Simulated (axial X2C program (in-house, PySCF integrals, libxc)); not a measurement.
## RuC at several levels of theory

All values were computed with an axial X2C code built on PySCF integrals. Spin-free means the one-electron spin-free X2C Hamiltonian; two-component (2c) means X2C with spin–orbit coupling and atomic mean-field two-electron Coulomb and Gaunt terms, so the difference of the two also holds small scalar two-electron terms. Basis: Ru dyall-cv3z [12s12p8d5f3g], C dyall-v3z [7s6p2d1f] (cores contracted in-house); Gaussian nuclei, density fitting, unrestricted open shells. Masses: Ru 101.904 u, C 12.000 u.

The run was started with this input:
```json
{"zs": [44, 6], "q": 0, "bas": ["dyall-cv3z", "dyall-v3z"], "levels": ["PBE0", "HF", "TPSSh"], "cc": true, "r0": 1.81, "thr": -2.0, "nmax": 90, "npts": 10, "nst": 2, "ntry": 6}
```
```bash
python so2c.py task.json out
```

Keys: zs atomic numbers; q charge; bas basis sets; levels methods; cc coupled cluster on or off; r0 starting distance in Å; thr threshold in hartree for freezing inner shells (an s shell follows its p shell); nmax most natural virtual spinors; npts points on the curve; nst determinants followed; ntry starts of the search. HF also brings MP2.

State, spin-free: M_S = 0, Λ = 0 (closed shell); electrons by block: σα: 11, σβ: 11, π+α: 5, π+β: 5, π-α: 5, π-β: 5, δ+α: 2, δ+β: 2, δ-α: 2, δ-β: 2. Fragments: Ru + C.

State, 2c: Ω = 3 (⟨Sz⟩ = 1.00, ⟨Lz⟩ = 2.00 at TPSSh); electrons by block: 1/2: 17, -1/2: 16, 3/2: 7, -3/2: 7, 5/2: 2, -5/2: 1. Fragments: Ru + C.

```csv
Hamiltonian,level,Re (Å),ωe (cm⁻¹),αe (cm⁻¹),De (eV),D0 (eV),μ (D)
spin-free,PBE0,1.576,1217.6,0.00325,6.06,5.98,-4.02
spin-free,HF,1.531,1339.1,n/a,0.301,0.218,-4.53
spin-free,CCSD,1.586,1182.5,0.0033,5.49,5.41,n/a
spin-free,CCSD(T),1.605,1123.5,0.00325,n/a,n/a,n/a
spin-free,TPSSh,1.591,1176.9,0.00328,6.25,6.18,-4.05
2c,TPSSh,1.623,1087.4,0.00364,n/a,n/a,-2.16
```

Correlated methods: 12 electrons correlated (number of frozen shells: Ru 4 s, 3 p, 1 d; C 1 s), 260 virtual spin orbitals or spinors in MP2, 90 natural virtuals in coupled cluster.

Dipoles are positive if C is the positive end.

Occupations by symmetry block were frozen at the best pattern of an incomplete PBE0 search. Closed shells are restricted here (equal orbitals for both partners); the stretched side of such a curve lies too high. Dissociation energies refer to the lowest single-determinant-based atoms at the same level and basis. De is not given where an atomic determinant may have missed its ground term or J level, or where the truncated virtual space spoils (T). Density functionals use the spin component along the axis (collinear). CCSD and (T) use frozen natural virtuals with an MP2 correction for the truncation; (T) itself is uncorrected, so its De runs slightly low. Other states lie close and PBE0, whose exact exchange favours high spin, may order them wrongly; the determinant shown need not be the ground state. The nearest other spin-free determinant of the search, M_S = 1, Λ = 2, lies 0.07 eV up at the distance of the search. The functionals have no current-density term, which raises determinants with orbital currents, atoms included. With several unpaired electrons one determinant need not be a pure state. A state of lower Ω lies just above, and one determinant can place such states too high, so the state shown need not be the lowest. The search has Ω = 0 only 0.04 eV up.

The spin-free and the 2c determinant differ in configuration, so the two halves of the table describe two states.

No reliable constants came from CCSD (2c), CCSD(T) (2c), HF (2c), MP2 (2c), MP2 (spin-free), PBE0 (2c): no minimum in range, unconverged points, a curve that is not smooth, a change of character along it, or the two Hamiltonians disagreeing along it.

Rough cost a point (2c) on 1 thread(s) of a shared host, integrals apart: TPSSh 4 s.

The whole task took 4.6 min on 1 thread of Arm Neoverse V1 (shared host).
